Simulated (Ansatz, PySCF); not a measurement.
bromo(trichloro)methane (CBrCl3), SMILES ClC(Cl)(Cl)Br.

The structure is a stationary point at PBE-D3(BJ)/def2-SVP.

Vertical ionisation energy (IE) and electron affinity (EA) in eV. Rows of orbital energies are one-electron estimates. Where ΔSCF, EOM or ADC give a negative EA the extra electron is unbound and the value depends on the basis.

| level | IE | EA |
|---|---|---|
| −ε(HOMO), −ε(LUMO), M06-2X/def2-TZVP (PySCF) | 9.95 | 1.19 |
| −ε(HOMO), −ε(LUMO), PBE/def2-TZVP (PySCF) | 7.27 | 3.14 |
| ΔSCF, CAM-B3LYP/def2-SVPD (Ansatz), final states of multiplicity 2 and 2 | 11.10 | 0.45 |
| ΔSCF, PBE/def2-SVPD (Ansatz), final states of multiplicity 2 and 2 | (withheld) | (withheld) |

**Question.** Some entries are withheld; supply them. (An estimate is asked for; the answer gives what the named calculation found.)

**Answer.** 
- ΔSCF, PBE/def2-SVPD (Ansatz, a program for electronic structure), final states of multiplicity 2 and 2, IE: 10.32
- ΔSCF, PBE/def2-SVPD (Ansatz), final states of multiplicity 2 and 2, EA: 0.69

**Question.** What vertical singlet–triplet gap does ΔSCF give with CAM-B3LYP/def2-SVPD (Ansatz) and with PBE/def2-SVPD (Ansatz)? (The exact figures need the calculation; the answer reports its results.)

**Answer.** 4.58 and 4.14 eV (triplet above singlet where positive).
